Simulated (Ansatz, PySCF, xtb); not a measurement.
Stretching the C5–H7 bond in C2H5Al (SMILES C=[CH][AlH2]) (multiplicity 1 held, fragments rigid). Energies count from the point at 1.087 Å.
Geometry at that point (charge 0, multiplicity 1):
```xyz
8

Al    -0.1364     0.1629     1.1626
H     -0.8151     1.5910     1.2176
H      0.1783    -0.6444     2.4857
C      0.2915    -0.5524    -0.5896
C      0.0180     0.1449    -1.6988
H      0.7594    -1.5259    -0.7301
H      0.2417    -0.2199    -2.6984
H     -0.4483     1.1257    -1.6579
```

Restricted levels (R-, RO-) in cc, def2 and unpolarised 6-31G sets keep to the state of the molecule at rest. U- levels take the lowest unrestricted solution at each point, which mixes spins at long bonds. Curves can end on different states.

Rows in 6-31G* carry no dispersion term and start afresh at each structure (6-31G* with six Cartesian d functions).

Codes used: Ansatz (Gaussian basis) for Hartree–Fock, density functionals and correlated methods; PySCF for 6-31G* rows; xtb for the GFN methods.  The GFN methods have no spin term and hold the electronic entropy of 300 K.

Question: One of these levels gives 195.61 kcal/mol for the energy at R = 3.480 Å. Name it.
A. U-r2SCAN/cc-pV(T+d)Z
B. R-HF/6-31G*
C. R-PBE/cc-pV(T+d)Z
D. GFN2-xTB

Answer: B, R-HF/6-31G*. The others give 120.55 (GFN2-xTB), 131.68 (R-PBE/cc-pV(T+d)Z), 108.13 (U-r2SCAN/cc-pV(T+d)Z)

Doubts at one or more of the structures used: a restricted determinant that unrestricted orbitals would lower (R-HF/6-31G*, R-PBE/cc-pV(T+d)Z); a spin-contaminated determinant (U-r2SCAN/cc-pV(T+d)Z).

Ansatz is a first-principles code.
